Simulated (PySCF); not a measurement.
Molecule: SMILES C=CS(=O)(=O)C=C, C$_{4}$H$_{6}$O$_{2}$S.

Geometry (Å), atoms numbered from 1 in this order:
```xyz
13

C     2.3149    0.4373    0.0230
C     1.2819   -0.3964    0.0862
S    -0.0803   -0.1863   -1.0328
O    -0.4208   -1.5096   -1.5498
O     0.2305    0.9318   -1.9202
C    -1.3994    0.3429    0.0302
C    -2.4392   -0.4603    0.2298
H     3.1885    0.3061    0.6673
H     2.3046    1.2640   -0.6944
H     1.1980   -1.2608    0.7509
H    -1.2890    1.3563    0.4261
H    -3.2912   -0.1438    0.8374
H    -2.4562   -1.4529   -0.2317
```

Geometry PBE0-D3(BJ)/def2-SVP throughout; GIAO in PySCF 2.14.0 with density-fitted response routines, gas phase, one conformer, non-relativistic; equivalent atoms averaged; functional PBE0.

(1) How do the shifts δ (against TMS, CS2, H2O at the same level) depend on the basis set? (ppm; last column core-seconds on shared hosts with different chips, so compare them loosely)

(2) Which nucleus moves most, in ppm?

(3) Taking the largest basis, IGLO-III (314 functions), as the yardstick, rank the others by their worst heavy-atom deviation.

## Answers

(1) 
```csv
basis set,functions,C2/C6,C1/C7,S3,O4/O5,H9/H13,H10/H11,H8/H12,core-s
STO-3G,45,117.7,107.9,-61.2,103.7,6.12,6.07,5.91,4.1
pcSseg-0,79,155.5,144.6,271.2,183.8,7.28,6.48,6.87,6.8
6-31G,79,137.6,127.6,222.5,140.8,7.16,6.31,6.55,7.6
6-31G*,114,132.8,126.5,272.1,153.8,6.52,6.09,6.03,11
cc-pVDZ,132,141.1,130.2,258.6,175.0,6.71,6.22,6.13,10
def2-SVP,132,140.8,130.0,278.1,176.1,6.70,6.22,6.17,9.3
pcSseg-1,156,148.2,138.3,283.2,190.9,6.82,6.36,6.36,21
aug-cc-pVDZ,219,141.8,129.5,261.6,169.3,6.99,6.66,6.35,22
"6-311+G(2d,p)",233,146.4,135.5,315.0,190.2,6.87,6.61,6.22,29
def2-TZVP,259,147.0,137.3,331.6,194.1,6.87,6.61,6.26,28
cc-pVTZ,298,145.6,136.1,291.8,185.1,6.90,6.58,6.27,34
IGLO-III,314,151.2,140.2,325.2,198.1,6.90,6.63,6.25,35
```

(2) S3 (sulfone sulfur): from -61.2 ppm with STO-3G to 331.6 ppm with def2-TZVP. The smallest spread is 0.60 ppm, at H10/H11. Proton shifts span only some 12 ppm, so a few tenths of a ppm matter as much there as several ppm in carbon.

(3) def2-TZVP 6.4 ppm (259 functions), 6-311+G(2d,p) 10.3 ppm (233 functions), cc-pVTZ 33.5 ppm (298 functions), pcSseg-1 42.0 ppm (156 functions), def2-SVP 47.1 ppm (132 functions), 6-31G* 53.1 ppm (114 functions), pcSseg-0 54.0 ppm (79 functions), aug-cc-pVDZ 63.6 ppm (219 functions), cc-pVDZ 66.7 ppm (132 functions), 6-31G 102.7 ppm (79 functions), STO-3G 386.4 ppm (45 functions).

A small basis that lands close on one nucleus may do so by chance; judge by the trend and by all nuclei.
